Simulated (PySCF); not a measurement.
**Relaxation of singlet MoO₂Br₂**

Method: PBE0 in PySCF with Mo def2-SVP with ECP28, O def2-SVP, Br def2-SVP; scalar-relativistic core potentials, no spin–orbit coupling; density-fitted integrals. A (50,194) grid was used.

A start displaced from a saddle point along its imaginary mode, of C2 symmetry, held to at least that symmetry:

```xyz
5
charge 0 multiplicity 1, angstrom
Mo   -0.6515   -0.6515    0.0000
O    -2.3064   -0.4974   -0.1200
O    -0.4974   -2.3064    0.1200
Br    1.8952   -0.5187   -0.0182
Br   -0.5187    1.8952    0.0182
```

**Question.** What forces act on the atoms at the start (eV/Å)?

**Answer.** 
```
atom     Fx     Fy     Fz
 Mo1  -0.19  -0.19   0.00
  O2   0.27  -0.05  -0.34
  O3  -0.05   0.27   0.34
 Br4  -0.03  -0.01  -0.27
 Br5  -0.01  -0.03   0.27
```

**Question.** What does it relax to?

**Answer.** It ends at C2v with Mo–Br 2.402 Å (×2), Mo–O 1.660 Å (×2); Br–Mo–Br 112.4°, Br–Mo–O 109.4° (×4), O–Mo–O 106.6° (after a last refinement on a finer grid). The frequency run here used a shortcut that can spoil soft modes, so no verdict on minimum or saddle point is given. Other isomers or separated fragments may lie lower.

**Question.** How much energy is released, and in how many steps?

**Answer.** 345.6 kJ/mol in 14 steps.

Stability towards spin polarisation was not tested.
